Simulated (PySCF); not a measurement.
NbO3, SMILES [O]=[Nb](=[O])=[O] (connectivity only; charge and spin as stated), neutral, multiplicity 2.

Coordinates come from a PBE0-D3(BJ)/def2-TZVP optimisation. The spin state was assumed, not searched. The def2 effective core potentials stand for the cores of Nb; spin–orbit coupling is left out.

Two levels are set side by side: PBE/def2-TZVPD (PySCF) and PBE0/def2-TZVPD (PySCF). Same geometry, gas phase. Differences are taken from unrounded values.

```json
[
 {"quantity": "α-spin orbital gap (eV)", "PBE0": "4.95"},
 {"quantity": "β-spin orbital gap (eV)", "PBE0": "3.38"},
 {"quantity": "dipole moment (D)", "PBE0": "5.20"},
 {"quantity": "mean polarisability (bohr³)", "PBE0": "45.3"}
]
```

### Question
What does PBE give, and how far is it from PBE0? (The exact figures need the calculation; the answer reports its results.)

### Answer

| quantity | PBE | PBE minus PBE0 |
|---|---|---|
| α-spin orbital gap (eV) | 2.79 | -2.16 |
| β-spin orbital gap (eV) | 0.35 | -3.03 |
| dipole moment (D) | 4.85 | -0.35 |
| mean polarisability (bohr³) | 53.6 | 8.3 |

PBE's more diffuse valence density responds more strongly to a field. Differences between two approximate levels are no errors against the true value.

Rough cost on one machine, each run with all the roots and properties that it gave: PBE0 against PBE within a factor of 2.
